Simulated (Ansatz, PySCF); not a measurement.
CH8Cl2Si3, SMILES [SiH3]C[Si]([SiH3])(Cl)Cl.

Geometry optimised at B3LYP-D3(BJ)/def2-SVP. The structure was generated by enumeration, and PubChem lists no compound with its InChIKey, so it may never have been made. One conformer was computed; it need not be the lowest.

Vertical ionisation energy (IE) and electron affinity (EA) in eV. Rows of orbital energies are one-electron estimates. Where ΔSCF, EOM or ADC give a negative EA the extra electron is unbound and the value depends on the basis.

```tsv
level	IE	EA
−ε(HOMO), −ε(LUMO), ωB97X/def2-TZVP (PySCF)	10.42	-1.59
−ε(HOMO), −ε(LUMO), PBE/def2-TZVP (PySCF)	6.96	1.31
ΔSCF, CAM-B3LYP/def2-SVPD (Ansatz), final states of multiplicity 2 and 2	10.12	-1.05
ΔSCF, PBE/def2-SVPD (Ansatz), final states of multiplicity 2 and 2	9.46	-0.65
```

**Question.** What vertical singlet–triplet gap does ΔSCF give with CAM-B3LYP/def2-SVPD (Ansatz, an electronic-structure program) and with PBE/def2-SVPD (Ansatz)? (The exact figures need the calculation; the answer reports its results.)

**Answer.** 6.13 and 5.38 eV (triplet above singlet where positive).
